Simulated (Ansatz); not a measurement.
Total energies of BH6NOSi (`NB[SiH2]O`).

Cartesian coordinates in Å:
```
N -0.2911 -1.8770 -0.0570
B -0.6853 -0.5517 -0.1527
Si 0.6661 0.9475 -0.1200
O 0.2423 2.1693 0.9217
H -0.9366 -2.6499 -0.0871
H 0.6670 -2.1659 0.0555
H -1.8634 -0.3393 -0.2674
H 0.8537 1.4854 -1.5050
H 2.0066 0.4945 0.3499
H -0.6593 2.4871 0.8621
```

The species carries charge 0 and has multiplicity 1. All single points use the PBE0-D4/def2-TZVP geometry. It is one conformer, not always the lowest. Basis def2-TZVPP, Ansatz.

RPA on PBE orbitals: Hartree–Fock energy of these orbitals -446.53087 Eh, correlation -1.14240 Eh (frozen core).

```tsv
functional	energy without D4 (Eh)	D4 term (kJ/mol)
HSE06 (plane-wave form)	-447.75474	-12.3
ωB97X-V	-447.98144	–
```

**Question.** Give the same for LDA (SPW92), PBE, revPBE, BLYP, r2SCAN, B97M-V, PBE0, B3LYP, r2SCANh, r2SCAN0, BHLYP, CAM-B3LYP, LC-ωPBE, ωB97M-V, B2PLYP, PBE-QIDH. (An estimate is asked.)

**Answer.** Computed: 
| functional | energy without D4 (Eh) | D4 term (kJ/mol) |
| --- | --- | --- |
| LDA (SPW92) | -445.60477 | – |
| PBE | -447.72795 | -15.7 |
| revPBE | -447.96255 | -48.6 |
| BLYP | -448.02411 | -34.7 |
| r2SCAN | -447.96166 | -3.9 |
| B97M-V | -447.97944 | – |
| PBE0 | -447.76983 | -13.2 |
| B3LYP | -448.11047 | -25.3 |
| r2SCANh | -447.95233 | -4.1 |
| r2SCAN0 | -447.93924 | -4.5 |
| BHLYP | -447.99706 | -19.1 |
| CAM-B3LYP | -448.01913 | -13.4 |
| LC-ωPBE | -447.88914 | – |
| ωB97M-V | -447.98873 | – |
| B2PLYP | -447.83637 | – |
| PBE-QIDH | -447.66439 | – |

B3LYP takes the VWN-RPA correlation (the form of Gaussian; ORCA's B3LYP/G). HSE06 is the plane-wave form, built on full-range PBE exchange. The double hybrids freeze the cores in their second-order part.

LC-ωPBE has ω = 0.4 bohr⁻¹.
